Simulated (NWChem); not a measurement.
Everything below was run with NWChem. System: disiloxane (H$_{6}$OSi$_{2}$), charge 0, spin multiplicity 1, at a geometry optimised with PBE/def2-SVP. Level: PBE0/def2-TZVP.

The NWChem input:

```
start mol
memory heap 200 mb stack 900 mb global 1100 mb
geometry units angstroms nocenter noautoz noautosym
  Si     0.246052    -1.576130     0.003063
  O      0.422877     0.086786    -0.022964
  Si    -0.394452     1.545664     0.005786
  H      0.230933    -2.076033     1.422677
  H     -1.038335    -1.982834    -0.672990
  H      1.408407    -2.186998    -0.725009
  H      0.455211     2.576355    -0.679673
  H     -0.646827     1.975055     1.426244
  H     -1.714806     1.426691    -0.711435
end
basis spherical
  * library def2-tzvp
end
dft
  xc pbe0
  semidirect memsize 60000000 filesize 0
  iterations 100
end
task dft energy
```

NWChem printed:

```
             Northwest Computational Chemistry Package (NWChem) 7.3.0
             --------------------------------------------------------

                                NWChem Input Module
                                -------------------

 Scaling coordinates for geometry "geometry" by  1.889725989
 (inverse scale =  0.529177249)

                             Geometry "geometry" -> ""
                             -------------------------

 Output coordinates in angstroms (scale by  1.889725989 to convert to a.u.)

  No.       Tag          Charge          X              Y              Z
 ---- ---------------- ---------- -------------- -------------- --------------
    1 Si                  14.0000     0.24605200    -1.57613000     0.00306300
    2 O                    8.0000     0.42287700     0.08678600    -0.02296400
    3 Si                  14.0000    -0.39445200     1.54566400     0.00578600
    4 H                    1.0000     0.23093300    -2.07603300     1.42267700
    5 H                    1.0000    -1.03833500    -1.98283400    -0.67299000
    6 H                    1.0000     1.40840700    -2.18699800    -0.72500900
    7 H                    1.0000     0.45521100     2.57635500    -0.67967300
    8 H                    1.0000    -0.64682700     1.97505500     1.42624400
    9 H                    1.0000    -1.71480600     1.42669100    -0.71143500

 Effective nuclear repulsion energy (a.u.)     156.4188361301

            Nuclear Dipole moment (a.u.)
            ----------------------------
        X                 Y               Z
 ---------------- ---------------- ----------------
    -0.0000018897     0.0000000000    -0.0000226767


 Summary of "ao basis" -> "" (spherical)
 ------------------------------------------------------------------------------
       Tag                 Description            Shells   Functions and Types
 ---------------- ------------------------------  ------  ---------------------
 *                         def2-tzvp                  on all atoms

                                 NWChem DFT Module
                                 -----------------
[...]
 Vector   21  Occ=2.000000D+00  E=-3.185170D-01
              MO Center=  8.4D-02,  1.3D-02,  3.5D-01, r^2= 4.4D+00
   Bfn.  Coefficient  Atom+Function         Bfn.  Coefficient  Atom+Function
  ----- ------------  ---------------      ----- ------------  ---------------
    45      0.301949  2 O  pz                48      0.263744  2 O  pz
    51      0.178760  2 O  pz               107     -0.159023  4 H  s
   131     -0.159589  8 H  s                132     -0.135097  8 H  s
   108     -0.134357  4 H  s                 17     -0.132708  1 Si pz
    85     -0.132823  3 Si pz               106     -0.099169  4 H  s

 Vector   22  Occ=0.000000D+00  E=-1.126969D-02
              MO Center= -1.1D-01, -2.3D-02,  2.5D-02, r^2= 6.8D+00
   Bfn.  Coefficient  Atom+Function         Bfn.  Coefficient  Atom+Function
  ----- ------------  ---------------      ----- ------------  ---------------
    19      0.619243  1 Si py                42     -0.580274  2 O  s
    87     -0.554914  3 Si py                86      0.278004  3 Si px
    16      0.193369  1 Si py               126      0.176887  7 H  s
   120      0.175805  6 H  s                 84     -0.162708  3 Si py
     5     -0.151654  1 Si s                 73     -0.150660  3 Si s

 Vector   23  Occ=0.000000D+00  E= 4.319389D-02
              MO Center= -2.4D-01, -5.2D-02, -2.1D-03, r^2= 9.8D+00
   Bfn.  Coefficient  Atom+Function         Bfn.  Coefficient  Atom+Function
  ----- ------------  ---------------      ----- ------------  ---------------
    19      1.269924  1 Si py                87      1.203783  3 Si py
    50      0.609176  2 O  py                 5      0.529017  1 Si s
    73     -0.527526  3 Si s                 86     -0.414399  3 Si px
   126     -0.293769  7 H  s                 16      0.286186  1 Si py
   120      0.283311  6 H  s                 84      0.257484  3 Si py

 Vector   24  Occ=0.000000D+00  E= 4.598792D-02
              MO Center= -4.3D-01, -8.1D-02,  1.6D-01, r^2= 6.6D+00
   Bfn.  Coefficient  Atom+Function         Bfn.  Coefficient  Atom+Function
  ----- ------------  ---------------      ----- ------------  ---------------
   120      1.028607  6 H  s                126      1.028603  7 H  s
    18     -0.672804  1 Si px                86     -0.649497  3 Si px
     5     -0.578981  1 Si s                 20      0.532068  1 Si pz
    73     -0.533276  3 Si s                 88      0.442993  3 Si pz
    87     -0.402982  3 Si py                49      0.232402  2 O  px

 center of mass
 --------------
 x =   0.03141166 y =   0.00644310 z =  -0.00144056

 moments of inertia (a.u.)
 ------------------
         601.076595515628         112.160360141785           0.724495102484
         112.160360141785          77.422220420754          -0.360430283172
           0.724495102484          -0.360430283172         635.207468006409

     Multipole analysis of the density
     ---------------------------------

     L   x y z        total         alpha         beta         nuclear
     -   - - -        -----         -----         ----         -------
     0   0 0 0     -0.000000    -21.000000    -21.000000     42.000000

     1   1 0 0     -0.147910     -0.073954     -0.073954     -0.000002
     1   0 1 0     -0.030562     -0.015281     -0.015281      0.000000
     1   0 0 1      0.007351      0.003687      0.003687     -0.000023

     2   2 0 0    -26.987792    -33.380648    -33.380648     39.773503
     2   1 1 0     -0.329436     31.480980     31.480980    -63.291395
     2   1 0 1     -0.021270      0.176523      0.176523     -0.374315
     2   0 2 0    -25.442847   -180.354922   -180.354922    335.266997
     2   0 1 1     -0.003547     -0.107126     -0.107126      0.210705
     2   0 0 2    -26.777374    -24.119109    -24.119109     21.460844

 Task  times  cpu:       13.0s     wall:       13.0s

 Total times  cpu:       13.0s     wall:       13.0s
```
